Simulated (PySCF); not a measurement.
Mo: excitation energy

Mo [Kr] 4d5 5s1 (7S) → Mo [Kr] 4d4 5s1 6s1 (7D), as a difference of total energies. All numbers are calculated (PySCF 2.14, a scalar-relativistic core potential, in aug-cc-pVTZ-PP with ECP28MDF). Correlated levels: valence: 4s2 4p6 frozen. The calculations carry no spin-orbit coupling.

```json
{"method": "UHF", "excitation energy (eV)": "5.445"}
{"method": "LDA", "excitation energy (eV)": "6.586"}
{"method": "PBE", "excitation energy (eV)": "6.376"}
{"method": "PBE0", "excitation energy (eV)": "6.278"}
{"method": "r2SCAN", "excitation energy (eV)": "6.452"}
{"method": "MN15", "excitation energy (eV)": "6.449"}
{"method": "BHandHLYP", "excitation energy (eV)": "5.988"}
{"method": "TPSS", "excitation energy (eV)": "6.264"}
{"method": "BLYP", "excitation energy (eV)": "6.202"}
{"method": "MP2 (valence)", "excitation energy (eV)": "6.111"}
{"method": "SCS-MP2 (valence)", "excitation energy (eV)": "5.667"}
```

Q: How much does correlation contribute at MP2 (valence)?

A: 6.111 − (5.445) = 0.666 eV, measured against UHF.

The promoted electron is Rydberg-like, and one or two diffuse shells describe it only roughly, which tends to raise the upper state.
